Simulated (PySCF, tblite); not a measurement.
Question: Write a Z-matrix for `O=S(=O)(F)C(F)F` as optimised with GFN2-xTB.

Answer: 
Z-matrix in Å and degrees, rows numbered from 1:
```
O 
S   1  1.4077
O   2  1.4111  1  122.66
F   2  1.6323  1  107.43  3  -123.73
C   2  1.8482  1  111.89  3   134.21
F   5  1.3347  2  105.09  1   -79.20
F   5  1.3280  2  107.08  1    36.85
H   5  1.0951  2  112.96  1   159.80
```

S2 (sulfonyl sulfur) has angles from 94.2° to 122.7°.

Structure optimised with GFN2-xTB, isolated species.

Point group: C1 (no symmetry element, even within 0.4 Å). Its GFN2-xTB frequencies are all real (lowest 38 cm⁻¹). The numbers are those of one conformer (O1–S2–C5–F6 -79°). 2 starts were optimised and ended at 0.00 and 1.09 kcal/mol (GFN2-xTB); the lowest of these is shown.

The numbers are calculated, not measured.


Q: What does the GFN2-xTB structure of chloroethane (`CCCl`) look like in three dimensions?

A: 
```xyz
8
C2H5Cl angstrom
C     -0.797    0.041   -0.042
C      0.699   -0.191   -0.016
Cl     1.559    1.295    0.484
H     -1.156    0.329    0.942
H     -1.051    0.829   -0.748
H     -1.298   -0.876   -0.345
H      1.081   -0.454   -1.002
H      0.972   -0.964    0.702
```

Any rigid rotation of these coordinates is as good. Atoms count from 1 in this order. 

Bonds between heavy atoms (Å): C1–C2 1.515, C2–Cl3 1.789.

Structure optimised with GFN2-xTB, isolated species.

Point group: Cs (tolerance 0.08 Å). Its GFN2-xTB frequencies are all real (lowest 225 cm⁻¹).

The numbers are calculated, not measured.
